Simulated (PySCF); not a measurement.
Species: 4-methyl-1,3-dithiane, C₅H₁₀S₂.
Z-matrix (Å and degrees, PBE0-D3(BJ)/def2-SVP geometry), rows numbered from 1:
```
C 
C   1  1.5190
C   2  1.5249  1  112.04
C   3  1.5218  2  114.82  1  -173.92
S   4  1.8132  3  114.31  2   -66.74
C   5  1.8065  4   97.80  3    58.43
S   6  1.8079  5  115.22  4   -60.76
H   1  1.1001  2  111.26  3  -179.13
H   1  1.1012  2  110.78  3   -58.81
H   1  1.1010  2  110.27  3    60.76
H   2  1.1056  1  109.15  3  -120.73
H   3  1.1054  2  107.68  1   -53.56
H   3  1.1027  2  109.08  1    62.55
H   4  1.1001  3  110.53  2   175.10
H   4  1.1042  3  110.63  2    56.78
H   6  1.0994  5  106.95  4  -179.07
H   6  1.1028  5  109.92  4    64.05
```

Level of theory: PySCF 2.14.0, delta-SCF UKS SCAN, pcX-2 on the ionised atom, pcseg-1 elsewhere, spin-free X2C. Every row has its own mixed basis.

```csv
ionised atom,basis functions,E(ground) (Eh),binding energy (eV)
C1,187,-994.87613,290.797
C2,187,-994.87801,291.218
C3,187,-994.87700,290.774
C4,187,-994.87745,291.233
C6,187,-994.87819,291.570
S5,198,-995.01234,2476.688
S7,198,-995.01204,2476.552
```

**Question.** Fill in the total energy of each core-ionised state.

**Answer.** With binding energy = E(ionised) − E(ground) and 27.2114 eV a hartree:

```csv
atom,binding energy (Eh),E(ionised) (Eh)
C1,10.6866,-984.1895
C2,10.7021,-984.1759
C3,10.6857,-984.1913
C4,10.7026,-984.1748
C6,10.7150,-984.1632
S5,91.0166,-903.9957
S7,91.0116,-904.0004
```

**Question.** How much do the ground-state energies differ, and what would follow from using one of them for all holes?

**Answer.** They run from -995.0123 Eh (core basis on S5) to -994.8761 Eh (on C1), 0.1362 Eh or 3.71 eV apart, for one and the same state in different bases and grids. Pairing the ion of C1 with the ground state of S5 would put its binding energy 3.71 eV too high.

Lowest listed C 1s: C3, bonded to 2 C and 2 H. Highest, 0.80 eV above it: C6, bonded to 2 S and 2 H. Summing the Pauling electronegativity differences to the bonded atoms, each weighted by its formal bond order, gives -0.70 for the lowest site and -0.64 for the highest; the largest sum, -0.32, belongs to C2, 0.35 eV below the top. The smallest sum, -1.05, belongs to C1, 0.03 eV above the lowest. The values 290.77 and 290.80 eV; the values 291.22 and 291.23 eV lie too close for their order to be trusted.

Only 1s holes are shown. The structure is a single PBE0-D3(BJ)/def2-SVP conformer in the gas phase; no vibrational or solvent corrections.
